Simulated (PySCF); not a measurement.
Isomers of C5H8OSi, mass 112.034 u with the commonest isotopes. Computed with PBE0/def2-SVPD in PySCF (dipole) on a GFN2-xTB geometry, gas phase. One conformer each, none proved a minimum here; rigid rotors.

Question: Order these by rotational constant B, largest first.
A. `[CH3:1][C:2]#[C:3]/[CH:4]=[CH:5]\[O:6][SiH3:7]` with C4–C5–O6–Si7 -1°
B. `[CH2:1]=[CH:2][C:3]#[C:4][SiH2:5][O:6][CH3:7]` with C4–Si5–O6–C7 -57°
C. `[CH:1]#[C:2][SiH2:3][O:4]/[CH:5]=[CH:6]\[CH3:7]` with C2–Si3–O4–C5 58°, Si3–O4–C5–C6 178°

Answer: A (1440 MHz), C (987.5 MHz), B (811.3 MHz).

Question: Order these by radius of gyration √(Σ m r²/M), smallest first.
A. `[CH3:1][C:2]#[C:3]/[CH:4]=[CH:5]\[O:6][SiH3:7]` with C4–C5–O6–Si7 -1°
B. `[CH2:1]=[CH:2][C:3]#[C:4][SiH2:5][O:6][CH3:7]` with C4–Si5–O6–C7 -57°
C. `[CH:1]#[C:2][SiH2:3][O:4]/[CH:5]=[CH:6]\[CH3:7]` with C2–Si3–O4–C5 58°, Si3–O4–C5–C6 178°

Answer: A (2.125 Å), C (2.294 Å), B (2.500 Å).

Question: Order these by out-of-plane moment Σ m c² = (Ia + Ib − Ic)/2, largest first.
A. `[CH:1]#[C:2][SiH2:3][O:4]/[CH:5]=[CH:6]\[CH3:7]` with C2–Si3–O4–C5 58°, Si3–O4–C5–C6 178°
B. `[CH2:1]=[CH:2][C:3]#[C:4][SiH2:5][O:6][CH3:7]` with C4–Si5–O6–C7 -57°
C. `[CH3:1][C:2]#[C:3]/[CH:4]=[CH:5]\[O:6][SiH3:7]` with C4–C5–O6–Si7 -1°

Answer: A (22.63 u·Å²), B (8.45 u·Å²), C (4.49 u·Å²).

| SMILES | point group | Ia (u·Å²) | Ib (u·Å²) | Ic (u·Å²) | κ | μa (D) | μb (D) | μc (D) |
| --- | --- | --- | --- | --- | --- | --- | --- | --- |
| CC#C/C=C\O[SiH3] | – | 159.43 | 350.90 | 501.35 | -0.60 | 1.04 | 0.40 | 0.01 |
| C#C[SiH2]O/C=C\C | C1 | 100.18 | 511.78 | 566.71 | -0.95 | 0.60 | 0.57 | 0.33 |
| C=CC#C[SiH2]OC | C1 | 85.57 | 622.93 | 691.60 | -0.97 | 1.20 | 1.00 | 0.64 |
